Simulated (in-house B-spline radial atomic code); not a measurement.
Values are calculated unless marked as measured or tabulated.
# What the choice of pseudopotential does to G0W0 on PBE0: Ca

All numbers come from a B-spline radial code for spherical atoms, non-relativistic, configuration [Ar] 4s2, open shells at high spin. Semilocal Troullier-Martins pseudo-atoms, one channel per l, are made with PBE or LDA for several valence sets and radii, with or without a model core, and set against the all-electron atom. One channel fits only the lowest state of its l, so a second state of that l is approximate. All electrons give 4s: PBE0 -4.317 eV, G0W0 -6.208 eV. Potentials are made in the ion's own configuration unless the neutral atom is named, and a smooth local potential serves every l without a channel. Potentials that miss their own reference levels by more than 6 millihartree, or need radii over 3.5 bohr, are left out. Columns give pseudo minus all-electron, in eV; a dash marks a level in the core or of low weight.

| valence | made with | radii (bohr) | model core (bohr) | 4s PBE0 | 4s G0W0 |
| --- | --- | --- | --- | --- | --- |
| 4s | PBE | s 3.40 | none | +0.01 | +0.01 |
| 4s | LDA | s 3.40 | 2.38 | +0.04 | +0.03 |
| 4s | PBE | s 3.40 | 2.38 | +0.04 | +0.07 |
| 3p 4s | PBE | s 2.73 p 0.84 d 1.92 | none | -0.06 | -0.19 |
| 3p 4s | PBE | s 3.08 p 0.94 d 2.16 | none | -0.06 | -0.19 |
| 3p 4s | LDA | s 3.40 p 1.21 d 2.76 | none | -0.06 | -0.20 |
| 3p 4s | LDA | s 2.68 p 0.84 d 1.92 | 0.65 | -0.05 | -0.19 |
| 3p 4s | LDA | s 3.35 p 1.05 d 2.40 | 0.65 | -0.05 | -0.18 |
| 3s 3p 4s | PBE | s 0.81 p 0.84 d 1.92 | none | -0.04 | -0.06 |
| 3s 3p 4s | LDA | s 0.91 p 0.94 d 2.16 | none | -0.02 | -0.04 |
| 3s 3p 4s | LDA | s 1.01 p 1.05 d 2.40 | none | -0.02 | -0.03 |
| 3s 3p 4s | LDA | s 0.81 p 0.84 d 1.92 | 0.62 | -0.03 | -0.04 |
| 3s 3p 4s | LDA | s 1.16 p 1.21 d 2.76 | 0.62 | -0.02 | -0.02 |
| 3s 3p 4s | PBE | s 1.31 p 1.36 d 3.12 | 0.62 | -0.05 | -0.06 |

Question: How does the G0W0 shift of 4s, which all sets hold, depend on the valence set?

Answer: Mean size: 4s: 0.04 eV; 3s 3p 4s: 0.04 eV; 3p 4s: 0.19 eV. A larger valence set can do worse when it takes only part of a shell, whose exchange with the frozen rest is then left to the functional. The means mix radii and the functional used in making the potentials.
